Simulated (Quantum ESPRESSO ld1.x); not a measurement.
Task: All-electron atom: C2+ in 1s1 2s2 3s1 (not the ground configuration). Calculated with ld1.x of Quantum ESPRESSO 7.5: non-relativistic Kohn-Sham, LDA (Slater exchange, Perdew-Wang correlation), spin-unpolarised, spherical densities, point nucleus. Some entries of the table are withheld. Estimate them.

| orbital | occ. | eigenvalue (hartree) | <1/r> (bohr^-1) |
|---|---|---|---|
| 1s | 1 | (1) | (2) |
| 2s | 2 | -2.00974 | (3) |
| 3s | 1 | (4) | (5) |

Result: 
(1) 1s eigenvalue (hartree): -13.6291
(2) 1s <1/r> (bohr^-1): 5.858
(3) 2s <1/r> (bohr^-1): 1.236
(4) 3s eigenvalue (hartree): -0.59965
(5) 3s <1/r> (bohr^-1): 0.4381
